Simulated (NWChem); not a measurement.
Species: WHO3F; SMILES [O]=[W](=[O])([OH])[F]

```xyz
6

W      0.0355     0.0150     0.0281
O      1.0178     0.2026    -1.3442
O      1.0675     0.0825     1.3757
F     -0.8134    -1.6462    -0.0288
O     -1.1599     1.4502     0.1284
H     -1.2934     2.2216    -0.4329
```
Atoms are numbered in this order, from 1.

Level: PBE0/def2-SVP with def2 effective core potentials on W (NWChem), optimised geometry, unscaled harmonic frequencies. def2 effective core potentials on W; no spin-orbit coupling.

Task: List the harmonic frequencies with IR intensities, and the thermochemistry.

Result: 
```
frequency (cm⁻¹)  IR intensity (km/mol)
----------------  ---------------------
180                                82.9
188                                 9.4
227                                35.1
245                                34.6
269                                11.5
368                                21.8
535                               180.7
711                               107.5
769                                86.9
1027                              215.0
1067                               72.2
3924                              320.2
```

The zero-point energy is 13.6 kcal/mol. The thermal correction to the enthalpy at 298.15 K (with zero-point energy) comes out as 18.1 kcal/mol. The heat capacity Cv comes out as 19.9 cal/(mol K) and the entropy at 298.15 K and 1 atm (symmetry number 1) comes out as 81.1 cal/(mol K).

Rigid rotor and harmonic oscillator.
